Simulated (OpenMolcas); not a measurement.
Systems:
- [MnCl5]2-, a model complex in vacuum: trigonal bipyramidal, Mn–Cl 2.28 Å; shape imposed, not necessarily the one it adopts

Method: state-averaged CASSCF on the open d shell, ANO basis sets as named, scalar-relativistic DKH2, RICD, in OpenMolcas. State energies are spin-free and vertical. Orbital splittings and repulsion parameters are fits to the integrals of the highest spin's CASSCF orbitals. Times are rough, from shared cores.

| case | ground state | first state of the same spin (cm⁻¹) | first state of another spin (cm⁻¹) | Racah B (cm⁻¹) | basis functions | relative time |
|---|---|---|---|---|---|---|
| ANO-RCC-VDZP | 5A1' | 5E' 10710 | 3A2''(1) 20000 | 1070 | 124 | 2 |
| ANO-RCC-VDZ | 5A1' | 5E' 10810 | 3A2''(1) 19860 | 1059 | 92 | 1 |
| ANO-RCC-VTZP | 5A1' | 5E' 10490 | 3A2''(1) 20260 | 1085 | 229 | 9 |

No ligand orbital and no second metal shell is active in the minimal space. The geometry is a model, so the numbers describe that model and not a measured compound. CASSCF on this space leaves out dynamic correlation. Anions stand alone here, with no counter-ions or solvent. A perturbation step moves a level of ANO-RCC-VDZP by 1.8 eV (SC-NEVPT2) from CASSCF, too much for a small correction, so neither level is settled. A perturbation step moves a level of ANO-RCC-VDZ by 1.6 eV (SC-NEVPT2) from CASSCF, too much for a small correction, so neither level is settled. A perturbation step moves a level of ANO-RCC-VTZP by 2.0 eV (SC-NEVPT2) from CASSCF, too much for a small correction, so neither level is settled.
